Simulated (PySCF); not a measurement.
# C₆ coefficients of unlike pairs at UHF

Calculated with PySCF 2.14 from the dipole response of each species, C₆(A,B) = (3/π) ∫ α_A(iu) α_B(iu) du, in atomic units, from isotropic polarisabilities. For ions this is the dispersion term alone; charge-induced terms of lower order in 1/R come first.

| species | configuration | basis | relativity | α (bohr³) | C₆ (like pair) |
| --- | --- | --- | --- | --- | --- |
| O(2+) | [He] 2s2 2p2 (3P) | aug-cc-pV5Z (7s6p5d4f3g2h) | none | 1.805 | 2.360 |
| Br(2+) | [Ar] 3d10 4s2 4p3 (4S) | aug-cc-pV5Z-PP with ECP10MDF (8s7p6d4f3g2h) | core potential | 8.391 | 40.27 |
| V(3+) | [Ar] 3d2 (3F) | aug-cc-pwCVTZ-DK (10s9p7d4f3g) | spin-free X2C | 2.094 | 5.383 |
| Cl(2+) | [Ne] 3s2 3p3 (4S) | aug-cc-pV(Q+d)Z with one added diffuse shell each of s, p, d, f, g type (8s7p6d4f3g) | none | 5.980 | 21.28 |

Q: Estimate C₆ for V(3+) with Br(2+).

A: The integral gives 13.71. The combination rule 2 C_A C_B / (C_A α_B/α_A + C_B α_A/α_B) gives 13.71 and the geometric mean 14.72.

No spin-orbit coupling is included.

The other pairs:

```json
{"pair": "V(3+), O(2+)", "C₆": "3.492"}
{"pair": "Cl(2+), Br(2+)", "C₆": "29.27"}
{"pair": "Cl(2+), V(3+)", "C₆": "10.02"}
{"pair": "Cl(2+), O(2+)", "C₆": "6.995"}
{"pair": "Br(2+), O(2+)", "C₆": "9.600"}
```
